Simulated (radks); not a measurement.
Results of a calculation; reference values are marked as such.
Q: Successive ionisation energies (eV) of one element, from differences of total energies of ions in their ground configurations, starting at charge 0: 8.968, 16.518, 24.651, 43.993, 55.722, 99.563, 119.97, 141.19, 163.14, 185.73, 215.82, 240.55, 265.91. Level of theory: scalar-relativistic Kohn-Sham, PBE, spin-polarised, spherical densities, finite nucleus; open shells are filled with parallel spins first (spin-orbit coupling, left out, can overturn this in heavy ions); Fermi nuclear charge, rms radius 4.6802 fm (a radial shooting solver on a logarithmic mesh with Libxc functionals). Which element is it?

A: Antimony (Z = 51). The first species listed is Sb in [Kr] 4d10 5s2 5p3, the last Sb12+ in [Kr] 4d3.
